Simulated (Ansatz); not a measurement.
Input for Ansatz (an electronic-structure program): U-PBE/cc-pVTZ on aminoborane (SMILES BN), a point of a bond scan (R = 2.719 Å).

Ansatz 0.2 input:
```yaml
crystal:
  periodic: [false, false, false]
  atoms:
    - {symbol: B, position_ang: [-0.77598333, 0.04477233, -0.00303336]}
    - {symbol: N, position_ang: [0.60927771, -0.03515382, 0.00238170]}
    - {symbol: H, position_ang: [-1.41381575, -0.96287333, -0.03105655]}
    - {symbol: H, position_ang: [-1.29389237, 1.11910141, 0.02047198]}
    - {symbol: H, position_ang: [2.23045548, 2.14632244, 0.06432812]}
    - {symbol: H, position_ang: [1.11296685, -0.90681330, -0.01624534]}
basis:
  gaussian:
    orbitals: cc-pVTZ
hamiltonian:
  xc: {name: PBE}
magnetization: {spin_polarized: true, initial_magnetization: 0}
```

The log:

```
WARN ansatz: RAYON_NUM_THREADS=1 ignored (pool sized by the plan → 1); use --threads N
Functional definition: PBE
integrals: 0.02 GiB planned
627 factors; their error is unknown
mean field: 0.31 GiB planned
mean field evaluation 1: about -2206.1344 eV, gradient 5.3e1 eV
mean field evaluation 2: about -2134.1981 eV, gradient 1.0e2 eV
mean field evaluation 4: about -2215.0343 eV, gradient 2.2e1 eV
mean field evaluation 8: about -2223.3547 eV, gradient 8.5e0 eV
mean field evaluation 16: about -2224.0142 eV, gradient 1.9e-1 eV
mean field evaluation 32: about -2224.7396 eV, gradient 1.7e-5 eV
mean field evaluation 64: about -2223.6449 eV, gradient 1.1e0 eV
mean field -2224.73963251 eV, -81.7576735121 hartree, gradient 6.1e-5 eV, S^2 0.899182; 7 other end points of the search recorded, 0 dependent functions left out
reference -2224.73967192 eV, -81.7576749603 hartree; 8, 8 occupied and 108, 108 virtual orbitals, 627 factors
Total energy: -2224.73967192 eV, -81.7576749603 hartree
```

The calculation finished and met its thresholds. Its determinant has ⟨S²⟩ = 0.90, a mixture of spin states.

Cost: about 4 core-seconds (a rough figure).
